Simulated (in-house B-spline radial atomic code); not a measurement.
A radial electron density 4πr²n(r) was computed for an atom or ion in its tabulated ground configuration with a B-spline radial code for spherical atoms; method: non-relativistic B3LYP, spin-polarised, spherical fractional occupations, exact exchange averaged over the configuration. Columns: r (bohr), 4πr²n(r) (electrons per bohr), bar.

```
  0.0035   0.4406 #
  0.0042   0.6195 #
 0.00504    0.867 ##
 0.00605    1.207 ###
 0.00725    1.664 ####
  0.0087    2.281 #####
  0.0104    3.077 #######
  0.0125    4.139 #########
   0.015    5.475 ############
   0.018    7.122 ################
  0.0216     9.08 ####################
  0.0259    11.29 #########################
  0.0311    13.67 ###############################
  0.0373    15.97 ####################################
  0.0447    17.93 ########################################
  0.0536    19.24 ###########################################
  0.0643    19.59 ############################################
  0.0771    18.86 ##########################################
  0.0925    17.22 #######################################
   0.111    15.22 ##################################
   0.133    13.67 ###############################
    0.16    13.33 ##############################
   0.191    14.48 #################################
    0.23    16.75 ######################################
   0.275    18.77 ##########################################
    0.33    19.27 ###########################################
   0.396    17.39 #######################################
   0.475    13.49 ##############################
    0.57    8.952 ####################
   0.684    5.425 ############
    0.82      3.8 #########
   0.984     3.76 ########
    1.18    4.242 ##########
    1.42    4.252 ##########
     1.7    3.506 ########
    2.04    2.335 #####
    2.44    1.265 ###
    2.93   0.5367 #
    3.51   0.1789 
    4.22  0.04318 
    5.06 0.007452 
    6.07 0.000845
```

Question: Which atom or ion is it?
A. Cl+
B. Ca2+
C. K3+
D. Ar+

Answer: A. The area under the curve, ∫4πr²n dr = ∫r·4πr²n d(ln r) on this logarithmic grid, is 16 electrons; among the options with that count, the innermost peak, which lies near 1/Z bohr, picks Z = 17. The configuration is [Ne] 3s2 3p4.
